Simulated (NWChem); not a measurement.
C₃H₅BFN; SMILES CC#CB(N)F

```xyz
11

C     -0.0538     3.0467     0.0013
C     -0.0265     1.5927    -0.0023
C     -0.0177     0.3619    -0.0031
B     -0.0143    -1.1736    -0.0008
N      1.1806    -1.9170     0.0007
F     -1.1887    -1.8506     0.0006
H     -0.2770     3.4387     1.0161
H     -0.8365     3.4358    -0.6833
H      0.9186     3.4776    -0.3169
H      1.1881    -2.9371     0.0020
H      2.1004    -1.4807     0.0003
```
Atoms are numbered in this order, from 1.

Computed with NWChem. Pople sets run with spherical d functions. Medium grid unless said otherwise, to which SCAN and Minnesota functionals are sensitive. Geometry: optimised at PBE-D3(BJ)/def2-SVP.

Problem. Estimate the computed values for M06/6-31G*. Quantities: highest occupied level (eV); orbital gap (eV); dipole (D).

Solution. 
```
Quantity                     Value
---------------------------  -----
highest occupied level (eV)  -7.22
orbital gap (eV)              7.41
dipole (D)                    2.46
```
